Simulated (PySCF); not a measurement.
Re(63+) (rhenium, charge +63): Hartree-Fock from Schrödinger to Dirac-Coulomb-Breit

Occupied: 1s1/2, 2s1/2, 2p1/2, 2p3/2, 3s1/2. Hartree-Fock calculated with PySCF 2.14 in an uncontracted even-tempered set (16 s from 9.1 bohr⁻², ratio 2.7; 14 p from 11 bohr⁻², ratio 2.7), Gaussian nucleus throughout. NR is non-relativistic, sf-X2C the spin-free one-electron X2C Hamiltonian, X2C adds the bare one-electron spin-orbit term, X2C-SNSO screens it by Boettger's factors, DC is four-component Dirac-Coulomb, and the Gaunt and Breit terms are added at first order (total energies over the DC spinors, levels after relaxing the spinors in that mean field). QED terms are absent. Levels marked empty are virtual spinors of this ion; the basis has s and p functions only, so 3d, which can lie below the n = 4 levels, is absent.

```csv
Hamiltonian,E (hartree),E − E(DC) (hartree),CPU seconds
NR,-11102.4183,842.9112,0.37
sf-X2C,-11923.0215,22.3080,0.25
X2C,-11940.4717,4.8577,0.26
X2C-SNSO,-11939.4800,5.8494,0.25
DC,-11945.3294,0.0000,17
DC+Gaunt,-11929.9217,15.4078,30
DC+Breit,-11931.2717,14.0577,90
```

```
   level (eV)        NR    sf-X2C       X2C  X2C-SNSO        DC  DC+Gaunt  DC+Breit
        1s1/2  -71391.3  -77492.2  -77474.2  -77475.2  -77569.0  -77318.9  -77335.5
        2s1/2  -16001.7  -17750.8  -17746.4  -17746.7  -17760.2  -17732.4  -17734.5
        2p1/2  -15597.7  -16176.3  -17275.2  -17240.3  -17249.6  -17201.7  -17206.4
        2p3/2  -15597.7  -16176.3  -15740.6  -15751.5  -15760.8  -15729.0  -15733.7
        3s1/2   -6681.1   -7231.5   -7230.7   -7230.8   -7234.0   -7226.6   -7227.5
3p1/2 (empty)   -6445.3   -6676.2   -6965.0   -6956.0   -6958.4   -6946.1   -6947.8
3p3/2 (empty)   -6445.3   -6676.2   -6560.0   -6562.9   -6564.9   -6556.8   -6558.4
4s1/2 (empty)   -3595.0   -3814.1   -3813.8   -3813.9   -3815.0   -3812.3   -3812.7
```

| interval (eV) | X2C | X2C-SNSO | DC | DC+Gaunt | DC+Breit |
| --- | --- | --- | --- | --- | --- |
| 2p3/2 − 2p1/2 | 1535 | 1489 | 1489 | 1473 | 1473 |
| 3p3/2 − 3p1/2 | 405.1 | 393.1 | 393.5 | 389.4 | 389.4 |

Weight of the small component: 1s1/2 0.0803, 2s1/2 0.0188, 2p1/2 0.0187, 2p3/2 0.0169, 3s1/2 0.00732, 3p1/2 0.00722, 3p3/2 0.00676, 4s1/2 0.00352.

Koopmans' value for the highest occupied level at DC+Breit: 7227.5 eV, against an ionisation energy of 7230 ± 19 eV (theoretical estimate listed by NIST; NIST Atomic Spectra Database, ionization energies); the former lacks relaxation, correlation, QED and recoil.

The whole ladder took 140 s of wall time on 1 thread of Intel(R) Xeon(R) Platinum 8259CL CPU @ 2.50GHz (shared host), launched as `OMP_NUM_THREADS=1 python relrun2.py TASK.json OUT` (a driver that calls PySCF for each Hamiltonian).

Dirac-Coulomb iterations, started from the X2C spinors:

```
with_ssss True, with_gaunt False, with_breit False
light speed = 137.03599967994
init E= -11856.8466917878
cycle= 1 E= -11945.3271512048  delta_E= -88.5  |g|= 3.44  |ddm|= 0.225
cycle= 2 E= -11945.3294392396  delta_E= -0.00229  |g|= 0.0418  |ddm|= 0.0136
cycle= 3 E= -11945.3294411686  delta_E= -1.93e-06  |g|= 0.00117  |ddm|= 0.000597
cycle= 4 E= -11945.3294411702  delta_E= -1.62e-09  |g|= 5.7e-06  |ddm|= 1.39e-05
```
